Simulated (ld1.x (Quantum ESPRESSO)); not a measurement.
# PBE RRKJ dataset for W, scalar-relativistic all-electron reference.

Input for ld1.x (Quantum ESPRESSO) 7.5:

```
&input
   title='W', zed=74., rel=1, dft='PBE', iswitch=3,
   config='[Xe] 4f14 5d4 6s1.5 6p0',
   nld=3, rlderiv=3.20, eminld=-3.0, emaxld=5.0, deld=0.02
 /
 &inputp
   pseudotype=2, tm=.false., lloc=0,
   nlcc=.false.,
   file_pseudopw='W.UPF', file_wfcaegen='ae.wfc', file_wfcncgen='nc.wfc', file_beta='beta', file_chi='chi'
 /
3
6P  2  1   0.00   0.00  2.95  2.95  0.0
5D  3  2   4.00   0.00  2.35  2.35  0.0
6S  1  0   1.50   0.00  2.50  2.50  0.0
 &test
   configts(1)='5d4 6s1.5 6p0'
 /
```

Command:

```bash
ld1.x < W.in > W.out
```

The program printed (shortened: banner, matrices, multipoles, cross overlaps and the repeated all-electron block are left out):

```
Program LD1 v.7.5
     --------------------------- All-electron run ----------------------------

     W
     scalar relativistic calculation

     atomic number is 74.00
     dft =PBE   lsd =0 sic =0 latt =0  beta=0.20 tr2=1.0E-14
     Exchange-correlation= PBE
                           (   1   4   3   4   0   0   0)
     mesh =1273 r(mesh) =  99.08072 a.u. xmin = -7.00 dx = 0.01250
     1 Ry =  13.60569312 eV, c = 137.03599908

     n l     nl                  e(Ry)          e(Ha)          e(eV)
     1 0     1S 1( 2.00)     -5108.2978     -2554.1489    -69501.9321
     2 0     2S 1( 2.00)      -881.8885      -440.9443    -11998.7045
     2 1     2P 1( 6.00)      -771.2010      -385.6005    -10492.7244
     3 0     3S 1( 2.00)      -203.3082      -101.6541     -2766.1491
     3 1     3P 1( 6.00)      -170.5353       -85.2677     -2320.2511
     4 0     4S 1( 2.00)       -42.1519       -21.0759      -573.5056
     4 1     4P 1( 6.00)       -31.4040       -15.7020      -427.2731
     3 2     3D 1(10.00)      -132.8684       -66.4342     -1807.7670
     5 0     5S 1( 2.00)        -6.0758        -3.0379       -82.6652
     5 1     5P 1( 6.00)        -3.4404        -1.7202       -46.8093
     4 2     4D 1(10.00)       -17.7880        -8.8940      -242.0180
     4 3     4F 1(14.00)        -2.7043        -1.3522       -36.7944
     5 2     5D 1( 4.00)        -0.5862        -0.2931        -7.9757
     6 0     6S 1( 1.50)        -0.6509        -0.3255        -8.8561
     6 1     6P 1( 0.00)        -0.2918        -0.1459        -3.9706

     final scf error:  4.1E-15 reached in  29 iterations

     Etot =  -32284.769172 Ry,  -16142.384586 Ha, -439256.661901 eV

     Ekin =   35580.296215 Ry,   17790.148107 Ha,  484094.591524 eV
     Encl =  -79812.917163 Ry,  -39906.458582 Ha,-1085910.058172 eV
     Eh   =   12593.049079 Ry,    6296.524540 Ha,  171337.161255 eV
     Exc  =    -645.197303 Ry,    -322.598651 Ha,   -8778.356508 eV

     normalization and overlap integrals

     s(1S/1S) =  1.000000  <r> =   0.0183  <r2> =    0.0005  r(max) =   0.0115
     s(2S/2S) =  1.000000  <r> =   0.0776  <r2> =    0.0071  r(max) =   0.0653
     s(2P/2P) =  1.000000  <r> =   0.0694  <r2> =    0.0059  r(max) =   0.0541
     s(3S/3S) =  1.000000  <r> =   0.2010  <r2> =    0.0462  r(max) =   0.1842
     s(3P/3P) =  1.000000  <r> =   0.2013  <r2> =    0.0470  r(max) =   0.1842
     s(4S/4S) =  1.000000  <r> =   0.4495  <r2> =    0.2281  r(max) =   0.4204
     s(4P/4P) =  1.000000  <r> =   0.4780  <r2> =    0.2599  r(max) =   0.4419
     s(3D/3D) =  1.000000  <r> =   0.1824  <r2> =    0.0390  r(max) =   0.1490
     s(5S/5S) =  1.000000  <r> =   1.0672  <r2> =    1.2800  r(max) =   0.9593
     s(5P/5P) =  1.000000  <r> =   1.2495  <r2> =    1.7715  r(max) =   1.0870
     s(4D/4D) =  1.000000  <r> =   0.5113  <r2> =    0.3030  r(max) =   0.4531
     s(4F/4F) =  1.000000  <r> =   0.6078  <r2> =    0.4645  r(max) =   0.4310
     s(5D/5D) =  1.000000  <r> =   2.0167  <r2> =    4.9173  r(max) =   1.4858
     s(6S/6S) =  1.000000  <r> =   3.0603  <r2> =   10.6273  r(max) =   2.6076
     s(6P/6P) =  1.000000  <r> =   4.2565  <r2> =   20.7820  r(max) =   3.5199

     ------------------------ End of All-electron run ------------------------

     --------------------- Generating NC pseudopotential ---------------------

      Generating local pot.: lloc=0, matching radius rcloc =   2.5000

      Wfc   6P  rcut= 2.918  Estimated cut-off energy=       20.03 Ry
      This function has    0 nodes for 0 < r <    2.918

      Wfc   5D  rcut= 2.330  Estimated cut-off energy=       43.14 Ry
      This function has    0 nodes for 0 < r <    2.330

     ------------------- End of pseudopotential generation -------------------

     Computing logarithmic derivative in   3.20498
     Computing logarithmic derivative in   3.20498
     Computing the partial wave expansion
       no projector for channel:   0
     R is outside the sphere for l=    1 j= 0.00
     R is outside the sphere for l=    2 j= 0.00

     ---------------------- Testing the pseudopotential ----------------------

     W
     scalar relativistic calculation

     atomic number is 74.00   valence charge is  6.00
     dft =PBE   lsd =0 sic =0 latt =0  beta=0.20 tr2=1.0E-14
     mesh =1273 r(mesh) =  99.08072 xmin = -7.00 dx = 0.01250

     n l     nl             e AE (Ry)        e PS (Ry)    De AE-PS (Ry)
     3 2     5D   1( 4.00)       -0.58620       -0.58620        0.00000
     1 0     6S   1( 1.50)       -0.65091       -0.65092        0.00000
     2 1     6P   1( 0.00)       -0.29183       -0.29183        0.00000

     eps = 6.6E-15  iter = 24

     Etot =  -32284.769172 Ry,  -16142.384586 Ha, -439256.661901 eV
     Etotps =   -14.305972 Ry,      -7.152986 Ha,    -194.642661 eV

     Ekin =      13.019556 Ry,       6.509778 Ha,     177.140081 eV
     Encl =     -22.728062 Ry,     -11.364031 Ha,    -309.231041 eV
     Ehrt =      11.916453 Ry,       5.958227 Ha,     162.131603 eV
     Ecxc =      -3.178890 Ry,      -1.589445 Ha,     -43.251004 eV
     Epseu=     -13.335028 Ry,      -6.667514 Ha,    -181.432301 eV

     ---------------------- End of pseudopotential test ----------------------
```

Generation and configuration tests took about 3.6 s on one core of a shared server CPU.

Transferability test of the new file with ld1.x, input:

```
&input
   title='W', zed=74., rel=1, dft='PBE', iswitch=2,
   config='[Xe] 4f14 5d4 6s1.5 6p0'
 /
 &test
   file_pseudo='W.UPF', nconf=8,
   configts(1)='5d4 6s1.5 6p0',
   configts(2)='5d4 6s2 6p0',
   configts(3)='5d4 6s1 6p0',
   configts(4)='5d4 6s0 6p0',
   configts(5)='5d5 6s1 6p0',
   configts(6)='5d4 6s1 6p1',
   configts(7)='5d4 6s0 6p2',
   configts(8)='5d4 6s0 6p1'
 /
```

```bash
ld1.x < W.test.in > W.test.out
```

Pseudopotential blocks of its output, shortened (energy terms left out):

```
     ---------------------- Testing the pseudopotential ----------------------

     n l     nl             e AE (Ry)        e PS (Ry)    De AE-PS (Ry)
     3 2     5D   1( 4.00)       -0.58620       -0.58620        0.00000
     1 0     6S   1( 1.50)       -0.65091       -0.65092        0.00000
     2 1     6P   1( 0.00)       -0.29183       -0.29183        0.00000

     eps = 8.4E-15  iter = 26

     Etot =  -32284.769172 Ry,  -16142.384586 Ha, -439256.661901 eV
     Etotps =   -14.305972 Ry,      -7.152986 Ha,    -194.642664 eV

     ---------------------- End of pseudopotential test ----------------------

          ---------------------- Testing the pseudopotential ----------------------

     n l     nl             e AE (Ry)        e PS (Ry)    De AE-PS (Ry)
     3 2     5D   1( 4.00)       -0.32927       -0.32938        0.00011
     1 0     6S   1( 2.00)       -0.41988       -0.42030        0.00042
     2 1     6P   1( 0.00)       -0.10005       -0.10020        0.00015

     eps = 6.3E-15  iter = 19

     Etot =  -32285.036163 Ry,  -16142.518081 Ha, -439260.294494 eV
     Etotps =   -14.573185 Ry,      -7.286592 Ha,    -198.278277 eV
     dEtot_ae =      -0.266991 Ry
     dEtot_ps =      -0.267213 Ry,   Delta E=       0.000222 Ry

     ---------------------- End of pseudopotential test ----------------------

          ---------------------- Testing the pseudopotential ----------------------

     n l     nl             e AE (Ry)        e PS (Ry)    De AE-PS (Ry)
     3 2     5D   1( 4.00)       -0.86192       -0.86159       -0.00033
     1 0     6S   1( 1.00)       -0.89530       -0.89403       -0.00127
     2 1     6P   1( 0.00)       -0.50053       -0.49974       -0.00079

     eps = 9.4E-15  iter = 33

     Etot =  -32284.383265 Ry,  -16142.191633 Ha, -439251.411371 eV
     Etotps =   -13.920193 Ry,      -6.960096 Ha,    -189.393870 eV
     dEtot_ae =       0.385907 Ry
     dEtot_ps =       0.385779 Ry,   Delta E=       0.000128 Ry

     ---------------------- End of pseudopotential test ----------------------

          ---------------------- Testing the pseudopotential ----------------------

     n l     nl             e AE (Ry)        e PS (Ry)    De AE-PS (Ry)
     3 2     5D   1( 4.00)       -1.46122       -1.45776       -0.00346
     1 0     6S   1( 0.00)       -1.41739       -1.40716       -0.01024  !
     2 1     6P   1( 0.00)       -0.95514       -0.94742       -0.00772  !

     eps = 8.1E-15  iter =  9

     Etot =  -32283.230847 Ry,  -16141.615423 Ha, -439235.731921 eV
     Etotps =   -12.772165 Ry,      -6.386083 Ha,    -173.774161 eV
     dEtot_ae =       1.538325 Ry
     dEtot_ps =       1.533807 Ry,   Delta E=       0.004519 Ry

     ---------------------- End of pseudopotential test ----------------------

          ---------------------- Testing the pseudopotential ----------------------

     n l     nl             e AE (Ry)        e PS (Ry)    De AE-PS (Ry)
     3 2     5D   1( 5.00)       -0.24382       -0.24136       -0.00246
     1 0     6S   1( 1.00)       -0.37816       -0.37875        0.00059
     2 1     6P   1( 0.00)       -0.08390       -0.08547        0.00157

     eps = 1.2E-15  iter = 18

     Etot =  -32284.923063 Ry,  -16142.461532 Ha, -439258.755698 eV
     Etotps =   -14.458111 Ry,      -7.229055 Ha,    -196.712615 eV
     dEtot_ae =      -0.153891 Ry
     dEtot_ps =      -0.152139 Ry,   Delta E=      -0.001753 Ry

     ---------------------- End of pseudopotential test ----------------------

          ---------------------- Testing the pseudopotential ----------------------

     n l     nl             e AE (Ry)        e PS (Ry)    De AE-PS (Ry)
     3 2     5D   1( 4.00)       -0.43350       -0.43526        0.00176
     1 0     6S   1( 1.00)       -0.49664       -0.49656       -0.00007
     2 1     6P   1( 1.00)       -0.15553       -0.15546       -0.00007

     eps = 5.4E-15  iter = 29

     Etot =  -32284.705784 Ry,  -16142.352892 Ha, -439255.799470 eV
     Etotps =   -14.242568 Ry,      -7.121284 Ha,    -193.780013 eV
     dEtot_ae =       0.063388 Ry
     dEtot_ps =       0.063404 Ry,   Delta E=      -0.000016 Ry

     ---------------------- End of pseudopotential test ----------------------

          ---------------------- Testing the pseudopotential ----------------------

     n l     nl             e AE (Ry)        e PS (Ry)    De AE-PS (Ry)
     3 2     5D   1( 4.00)       -0.52503       -0.52913        0.00410
     1 0     6S   1( 0.00)       -0.56044       -0.55948       -0.00096
     2 1     6P   1( 2.00)       -0.20156       -0.20118       -0.00038

     eps = 9.2E-15  iter = 12

     Etot =  -32284.355605 Ry,  -16142.177802 Ha, -439251.035032 eV
     Etotps =   -13.892561 Ry,      -6.946280 Ha,    -189.017917 eV
     dEtot_ae =       0.413567 Ry
     dEtot_ps =       0.413411 Ry,   Delta E=       0.000156 Ry

     ---------------------- End of pseudopotential test ----------------------

          ---------------------- Testing the pseudopotential ----------------------

     n l     nl             e AE (Ry)        e PS (Ry)    De AE-PS (Ry)
     3 2     5D   1( 4.00)       -0.95514       -0.95704        0.00190
     1 0     6S   1( 0.00)       -0.96177       -0.95896       -0.00281
     2 1     6P   1( 1.00)       -0.55469       -0.55311       -0.00158

     eps = 3.2E-15  iter =  9

     Etot =  -32283.982473 Ry,  -16141.991236 Ha, -439245.958312 eV
     Etotps =   -13.520121 Ry,      -6.760061 Ha,    -183.950618 eV
     dEtot_ae =       0.786699 Ry
     dEtot_ps =       0.785851 Ry,   Delta E=       0.000848 Ry

     ---------------------- End of pseudopotential test ----------------------
```
